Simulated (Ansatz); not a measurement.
Consider the ligand exchange at a Zn–C bond: `C[CH2][Zn][Cl]` + `O[SiH3]` → `[SiH3][O][Zn][Cl]` + `CC`.

Calculated with Ansatz (gas phase, PBE0-D4/def2-TZVP geometries, no zero-point term in ΔE). CCSD(T)/CBS is the MP2 limit (def2-TZVPP, def2-QZVPP) plus CCSD(T) − MP2 in def2-TZVPP, frozen cores. This one scheme is used for every species. Functionals use def2-TZVPP. For Zn outer-core shells are correlated without core-valence functions, which leaves a few kJ/mol of doubt a bond. Scalar relativity is left out up to krypton. Each species was taken in one conformer, which may not be the lowest.

(1) Is it downhill or uphill in electronic energy at CCSD(T)/CBS, and by how much? (Best estimate.)

(2) What do these levels give: LDA (SPW92), BHLYP-D4, ωB97M-V, PBE, BLYP, r2SCAN, r2SCANh, BHLYP, CAM-B3LYP, RPA@PBE/def2-TZVPP, MP2/def2-SVP, SCS-MP2/def2-QZVPP? (Best estimate.)

Largest T1 diagnostic among the species: 0.015.

Answers

(1) Computed: Downhill: ΔE = -78.4 kJ/mol.

(2) Computed: LDA (SPW92) -54.0, BHLYP-D4 -83.0, ωB97M-V -70.0, PBE -59.0, BLYP -67.3, r2SCAN -71.1, r2SCANh -72.4, BHLYP -82.8, CAM-B3LYP -77.2, RPA@PBE/def2-TZVPP -76.0, MP2/def2-SVP -92.7, SCS-MP2/def2-QZVPP -83.3 kJ/mol.

At CCSD(T), def2-SVP lies −15.4 kJ/mol from the extrapolated value and def2-TZVPP +1.4 kJ/mol. From r2SCAN to r2SCAN0 (25 % exact exchange), in def2-TZVPP and without D4, ΔE moves by −3.3 kJ/mol.
